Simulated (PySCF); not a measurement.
Computed structure and properties of [ErI2]+

System: [ErI2]+ (singlet in the valence; each metal's 4f electrons, 11 of them, lie in its core potential, out of spins and levels); start: template (C2v). Method: PySCF 2.14.0, RKS PBE0, Er lcecp-1-SVP with ECP57, I def2-SVP with ECP28; non-relativistic Hamiltonian with scalar-relativistic core potentials where named; density fitting; no spin-orbit coupling.

Input of the relaxation:

```python
mol = gto.M(atom='''
Er     0.00000     0.00000    -0.72187
I      2.66760    -0.00000     0.47193
I     -2.66760     0.00000     0.47193''',
    basis={'Er': 'lcecp-1-SVP', 'I': 'def2-SVP'},
    ecp={'Er': 'lcecp-1-SVP', 'I': 'def2-SVP'},
    charge=1, spin=0)
mf = dft.RKS(mol, xc='PBE0')
mf.grids.atom_grid = (50, 194)  # f atoms: unpruned, at least (60, 302)
mf = mf.density_fit()  # fitting sets: Er AutoAux, I def2-universal-JKFIT
mf.conv_tol = 1e-08; mf.max_cycle = 55
mf.kernel(dm0)  # dm0: converged density of the start geometry
# quasi-Newton relaxation in Cartesian coordinates to a largest gradient under 0.00045 Eh/bohr, steps kept in the point group
```

Run from Python with OMP_NUM_THREADS=2; the lines above give its settings. Where DIIS fails, smearing, a level shift and second-order steps follow.
It took 26 s on 2 threads of Intel(R) Xeon(R) 6975P-C (Granite Rapids), on a shared host, from the converged density of the start.

Course of the relaxation:

```
step  energy above end (eV)  largest force component within the symmetry (eV/Å)
   0                 0.4711                                               1.636
   1                 0.1821                                               0.968
   2                 0.0719                                               0.570
   3                 0.0424                                               0.210
   4                 0.0157                                               0.271
   5                 0.0067                                               0.171
   6                 0.0005                                               0.013
   7                 0.0000                                               0.017
   8                 0.0000                                               0.002
```

Relaxed geometry (C2v):

```xyz
3

Er    0.0000    0.0000   -0.9339
I     2.2441    0.0000    0.5779
I    -2.2441    0.0000    0.5779
```

```tsv
contact	Å
Er1–I2 (I)	2.706
Er1–I3 (I)	2.706
```

On the finer grid (75, 302):

The HOMO is -12.00 eV. The LUMO is -7.83 eV, the dipole about the centre of mass is 7.01 D and the set of Mulliken populations of Er1 outside the core potential is s 2.39, p 6.27, d 1.25, f 0.02. The D3(BJ) dispersion energy (not in the energies) is -0.097 eV.

| atom | Mulliken (e) | Löwdin (e) | spin (e) |
| --- | --- | --- | --- |
| Er1 | 1.08 | 0.33 | 0.00 |
| I2 | -0.04 | 0.33 | 0.00 |
| I3 | -0.04 | 0.33 | 0.00 |

The 4f levels lie in the core potential and are missing. Their spin isn't counted.

On the grid (50, 194), as all that follows. Harmonic modes: a minimum within the noise of the softest modes; lowest 35 cm⁻¹ (negative: unstable), highest 223 cm⁻¹, zero-point energy 0.029 eV.

Taking off one I (charge -1, singlet; the rest: singlet) in vacuum, both parts rigid, costs 12.86 eV; the small basis without counterpoise inflates it. Most of it is the attraction of opposite charges; other ways to part are cheaper, and one spin state was tried for the rest.

Rigid scan of I along the line from its metal:

```json
{"distance to I2 (Å)": "2.41", "energy (eV)": "0.787"}
{"distance to I2 (Å)": "2.51", "energy (eV)": "0.308"}
{"distance to I2 (Å)": "2.61", "energy (eV)": "0.069"}
{"distance to I2 (Å)": "2.71", "energy (eV)": "0.000"}
{"distance to I2 (Å)": "2.81", "energy (eV)": "0.052"}
{"distance to I2 (Å)": "2.91", "energy (eV)": "0.187"}
{"distance to I2 (Å)": "3.11", "energy (eV)": "0.608"}
{"distance to I2 (Å)": "3.41", "energy (eV)": "1.382"}
{"distance to I2 (Å)": "3.81", "energy (eV)": "2.373"}
{"distance to I2 (Å)": "4.31", "energy (eV)": "3.336"}
```

One start shape was tried, so this needn't be the lowest isomer.

An lcecp potential fixes the number of 4f electrons, so in runs with it no electron can move into or out of that shell.
